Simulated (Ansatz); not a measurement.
Hg₄O₅, relaxed as a singlet with RKS B3LYP-D4/def2-SVP in Ansatz, starting from the GFN1-xTB geometry. Force threshold 0.02 eV/Å.

In the def2 sets Hg takes a core potential; there is no spin–orbit coupling. The structure holds 2 bonds between oxygen atoms, so isomers without such links may lie far lower. Another isomer (singlet) lies 0.05 eV lower at PBE0-D4/def2-TZVP; other spin states weren't run for this one.

Start:

```xyz
9

Hg   -0.5253   -0.0026    1.9677
Hg   -2.2143    1.6056   -0.3795
Hg    0.3821   -0.0371   -1.6110
Hg    2.3338   -0.8851   -3.1114
O    -1.9438    1.2038    1.4862
O    -1.1243    1.1169   -1.9434
O     1.4854   -1.2716    1.0379
O     0.3534   -0.9624    0.2362
O     1.2531   -0.7675    2.3172
```

```
         step  energy (eV)  largest force component (eV/Å)  SCF passes
            1  -26929.2341                           2.801          24
            2  -26930.8905                           1.285          33
            3  -26931.5024                           0.799          32
            4  -26931.6667                           0.963          27
            5  -26931.8261                           0.225          34
            6  -26931.8993                           0.763          33
            7  -26931.9577                           1.557          32
            8  -26932.1709                           0.411          31
            9  -26932.2275                           0.197          26
10 (rejected)  -26932.2217                           0.482          32
           11  -26932.2443                           0.143          25
           12  -26932.2515                           0.036          26
           13  -26932.2531                           0.017          26
           14  -26932.2534                           0.027          26
15 (rejected)  -26932.2534                           0.039          28
           16  -26932.2536                           0.009          28
```

Force components are those of the run's own axes.

End:

```xyz
9

Hg   -0.639    0.379    2.101
Hg   -1.970    1.713   -0.256
Hg   -0.116   -0.423   -1.324
Hg    2.812   -0.616   -3.018
O    -1.984    1.875    1.776
O    -1.417    0.967   -2.067
O     1.553   -1.011    0.929
O     1.052   -1.707   -0.184
O     0.709   -1.178    2.043
```

Bonds lost: Hg1–O8, Hg3–Hg4 (atoms count from 1).

The force fell under the threshold at step 13, but the optimiser went on. No frequencies were taken in this run, so the end may be a saddle point.

Run time 2 min (4 threads of Arm Neoverse V2 on a shared host), peak host memory 0.74 GiB.
